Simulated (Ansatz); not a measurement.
Several settings on one geometry of [Sm(H2O)6]3+ (SmO₆H₁₂³⁺) (that of the charge 3 sextet, PBE-D4/def2-SVP). Ansatz on 4 threads of Intel Xeon on a shared host; times are rough.

Cartesian coordinates in Å:
```
Sm 0.004 0.001 0.004
O 0.172 0.195 2.395
H 0.142 1.016 2.941
H 0.293 -0.527 3.057
O -0.171 -0.195 -2.386
H -0.289 0.526 -3.048
H -0.137 -1.017 -2.931
O 2.391 0.162 -0.187
H 3.049 0.297 0.535
H 2.933 0.177 -1.010
O -2.383 -0.160 0.187
H -2.929 -0.174 1.008
H -3.037 -0.299 -0.538
O -0.180 2.409 -0.184
H -1.002 2.957 -0.176
H 0.542 3.074 -0.297
O 0.171 -2.409 0.184
H -0.556 -3.069 0.282
H 0.988 -2.964 0.162
```

Totals from different functionals, basis sets or treatments of relativity can't be compared as stabilities.

In the def2 sets Sm takes a core potential; there is no spin–orbit coupling. B3LYP takes the VWN-RPA correlation. With an open 4f shell the SCF may have ended on a state above the lowest.

The spins typed aren't always the lowest for that charge.

Q: Give the basis size and estimate the energy, ⟨S²⟩ and time of these runs.

```csv
run,method,charge,state,further keys
1,UKS RPBE/def2-mTZVP,3,sextet,scf: {omitted_lower_state_checks: [starts]}
2,UKS r2SCAN-D4/def2-SVP,3,octet,scf: {omitted_lower_state_checks: [starts]}; forces asked
3,UKS B3LYP-D4/def2-SVP,3,octet,scf: {omitted_lower_state_checks: [starts]}; forces asked
```

A: 
```csv
run,functions,energy (Eh),⟨S²⟩,wall time
1,248,-1115.9258,8.84,34 s
2,221,-1114.9825,15.76,2.1 min
3,221,-1115.2866,15.76,85 s
```
